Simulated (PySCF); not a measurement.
Input for PySCF: D3(BJ) and D4 dispersion corrections on CH4OTe (SMILES CO[TeH]), a point of a torsion scan.

```python
from pyscf import gto
from pyscf.dispersion import dftd3, dftd4

mol = gto.M(
    atom='''
    C    -0.90349796   -0.17632738    0.05340902
    O     0.34769458    0.41709652   -0.18328628
    Te    0.98837245    0.81289976   -2.02953086
    H    -1.46388277   -0.38727824   -0.85754933
    H    -1.49482800    0.49269314    0.68343870
    H    -0.74568682   -1.11785908    0.58603521
    H     1.60210739   -0.70140185   -2.27023837
    ''',
    basis='def2-svp',
    charge=0, spin=0, verbose=0, max_memory=1800)
d3, d4 = {}, {}
for xc in ['hf', 'pbe', 'blyp', 'revpbe', 'tpss', 'r2scan', 'b3lyp', 'pbe0', 'bhlyp', 'camb3lyp', 'b2plyp']:
    d3[xc] = float(dftd3.DFTD3Dispersion(mol, xc=xc, version='d3bj', atm=False).get_dispersion()['energy'])
    print(f'D3(BJ) {xc:10s} {d3[xc]:14.8f} Eh')
for xc in ['hf', 'pbe', 'blyp', 'revpbe', 'tpss', 'r2scan', 'b3lyp', 'pbe0', 'bhlyp', 'camb3lyp', 'b2plyp']:
    d4[xc] = float(dftd4.DFTD4Dispersion(mol, xc={'camb3lyp': 'cam-b3lyp'}.get(xc, xc), atm=True).get_dispersion()['energy'])
    print(f'D4     {xc:10s} {d4[xc]:14.8f} Eh')
```

It printed:

```
D3(BJ) hf            -0.03599039 Eh
D3(BJ) pbe           -0.00431551 Eh
D3(BJ) blyp          -0.00956417 Eh
D3(BJ) revpbe        -0.01084241 Eh
D3(BJ) tpss          -0.00555053 Eh
D3(BJ) r2scan        -0.00117503 Eh
D3(BJ) b3lyp         -0.00786426 Eh
D3(BJ) pbe0          -0.00382075 Eh
D3(BJ) bhlyp         -0.00637746 Eh
D3(BJ) camb3lyp      -0.00361747 Eh
D3(BJ) b2plyp        -0.00379220 Eh
D4     hf            -0.01588540 Eh
D4     pbe           -0.00434140 Eh
D4     blyp          -0.00968655 Eh
D4     revpbe        -0.01358806 Eh
D4     tpss          -0.00587619 Eh
D4     r2scan        -0.00099866 Eh
D4     b3lyp         -0.00708259 Eh
D4     pbe0          -0.00364590 Eh
D4     bhlyp         -0.00552080 Eh
D4     camb3lyp      -0.00370790 Eh
D4     b2plyp        -0.00301506 Eh
```

The run finished.

Cost: roughly 0.020 core-seconds.
